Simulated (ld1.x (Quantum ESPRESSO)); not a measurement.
Hf: variants of one TM potential

Base potential:

- Element: hafnium
- Generator: ld1.x (Quantum ESPRESSO) 7.5
- Type: norm-conserving Troullier–Martins (Kleinman–Bylander form)
- Functional: PBEsol
- Relativity: fully relativistic
- Frozen core: [Xe] 4f14
- Valence charge: 4
- Reference configuration: 5d2 6s0 6p0 (charge +2)
- Partial waves: 6s (bound, empty): rc 2.00 bohr; 6p (bound, empty): rc 2.60 bohr; 5d (bound): rc 1.95 bohr
- Local potential: the d channel
- Core correction: none

Open shells are filled in proportion to 2j + 1 (rel_dist='average').

Cutoffs, loose and tight: the cutoffs (Ry, on a coarse ladder) from which the occupation-weighted sum of valence levels, in a spherical-Bessel basis at the reference potential, stays within 10 and 1 mRy of its value at 400 Ry. They do not see the model core or the augmentation charge, which bear on the density cutoff. Test errors are all-electron minus pseudo excitation energies from the reference, over the configurations 5d2 6s2 6p0; 5d2 6s1 6p0; 5d1 6s0 6p0; 5d2 6s1 6p1; 5d1 6s2 6p1; 5d2 6s0 6p1; 5d3 6s1 6p0. A dash means not determined; rows that change the core or the reference have their own tests. The largest error is taken over the tests solved by every variant that gives reliable tests at all: 5d1 6s0 6p0; 5d2 6s1 6p0; 5d2 6s2 6p0; 5d3 6s1 6p0.

A true bound ghost makes a file unfit for plane-wave use even where its test errors are small: the radial tests pick states by their node count and pass the ghost by. Where a test does run into it, the solver fails or the error is huge.

```tsv
change	outcome	cutoff, loose	cutoff, tight	bound ghosts	largest test error (meV)
base	generated, misses its reference levels by 0.36 eV	25 Ry	30 Ry	s, p3/2, p1/2	+322
wave 5d (bound): rc 1.95 bohr becomes 5d (bound): rc 1.24 bohr	generated, misses its reference levels by 0.36 eV	70 Ry	100 Ry	s, p1/2, p3/2	+333
wave 5d (bound): rc 1.95 bohr becomes 5d (bound): rc 1.54 bohr	generated, misses its reference levels by 0.36 eV	25 Ry	30 Ry	s, p3/2, p1/2	+322
wave 5d (bound): rc 1.95 bohr becomes 5d (bound): rc 1.78 bohr	generated, misses its reference levels by 0.36 eV	25 Ry	30 Ry	s, p3/2, p1/2	+322
wave 5d (bound): rc 1.95 bohr becomes 5d (bound): rc 1.96 bohr	generated, misses its reference levels by 0.36 eV	25 Ry	30 Ry	s, p3/2, p1/2	+322
wave 5d (bound): rc 1.95 bohr becomes 5d (bound): rc 2.18 bohr	generated, misses its reference levels by 0.36 eV	25 Ry	30 Ry	s, p3/2, p1/2	+322
wave 5d (bound): rc 1.95 bohr becomes 5d (bound): rc 2.38 bohr	generated, misses its reference levels by 0.36 eV	21 Ry	30 Ry	s, p3/2, p1/2	+323
wave 5d (bound): rc 1.95 bohr becomes 5d (bound): rc 2.72 bohr	generated, misses its reference levels by 0.36 eV	21 Ry	25 Ry	s, p3/2, p1/2	+327
```

(1) What comes out with this change to the base: wave 5d (bound): rc 1.95 bohr becomes 5d (bound): rc 2.88 bohr?

Answers

(1) outcome: generated, misses its reference levels by 0.36 eV; cutoff, loose: 18 Ry; cutoff, tight: 25 Ry; bound ghosts: s, p3/2, p1/2; largest test error (meV): +327.

Reading the sweep of the d radius (base included, trends over the rows without a ghost): Bound ghosts are found at 1.24, 1.54, 1.78, 1.95, 1.96, 2.18, 2.38, 2.72, 2.88 bohr. Every judged row has one, so this setting neither creates nor removes them.
